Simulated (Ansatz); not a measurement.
Consider the homolysis of the Al–C bond: `[CH3][Al]([Br])[Br]` → `[Br][Al][Br]`• + `[CH3]`•.

Computed with Ansatz on PBE0-D4/def2-TZVP structures; ΔE is electronic, products minus reactants. CCSD(T)/CBS adds triple-zeta CCSD(T) − MP2 to the extrapolated MP2 energy (def2 sets, frozen cores). This one scheme is used for every species. DFT in def2-TZVPP. HSE06 is defined as in plane-wave codes. No spin–orbit coupling; open shells (•) take unrestricted orbitals. For Br outer-core shells are correlated without core-valence functions, which leaves a few kJ/mol of doubt a bond. Scalar relativity is left out up to krypton.

`[CH3][Al]([Br])[Br]`:

Cartesian coordinates in Å:
```
C -0.139 -0.640 0.754
Al 0.139 0.609 -0.692
Br -0.623 0.174 -2.764
Br 1.228 2.556 -0.403
H 0.290 -0.278 1.689
H -1.208 -0.815 0.903
H 0.313 -1.606 0.512
```

`[Br][Al][Br]`•:

Cartesian coordinates in Å:
```
Br 1.925 0.038 -0.509
Al -0.199 0.728 -0.124
Br -1.725 -0.766 0.633
```

`[CH3]`•:

Cartesian coordinates in Å:
```
C 0.000 0.000 0.000
H 1.022 -0.323 0.136
H -0.711 -0.103 0.807
H -0.311 0.425 -0.943
```

| level | ΔE (kJ/mol) |
| --- | --- |
| BLYP-D4 | 329.7 |
| HSE06-D4 | 342.4 |
| PBE0 | 337.3 |
| CCSD/CBS(def2) | 353.6 |

Question: What does CCSD(T)/CBS give? (Estimate.)

Answer: The calculation gave: +361.2 kJ/mol. The listed levels differ from it by -31.5, -18.8, -23.9, -7.6 kJ/mol.

Largest T1 diagnostic among the species: 0.010.

Leaving LDA and LC-ωPBE aside and taking each functional with its dispersion term where it has one, the values, not all of them listed here, spread over 36.3 kJ/mol, from r2SCAN0-D4 to ωB97M-V. LDA lies +59.5 kJ/mol from PBE without D4, its usual overbinding. The D4 term adds +8.8 kJ/mol with B3LYP and +5.0 kJ/mol with PBE0; it sums over pairs of atoms, weighted by their polarisabilities, and B3LYP, whose exchange is more repulsive, gets the larger term. At CCSD(T), def2-SVP lies −20.1 kJ/mol from the extrapolated value and def2-TZVPP −9.8 kJ/mol: correlation converges slowly with the basis, and small sets miss more of it in the bonded molecule than in its fragments.

B3LYP here is the variant with VWN-RPA as its local correlation; programs differ in this.
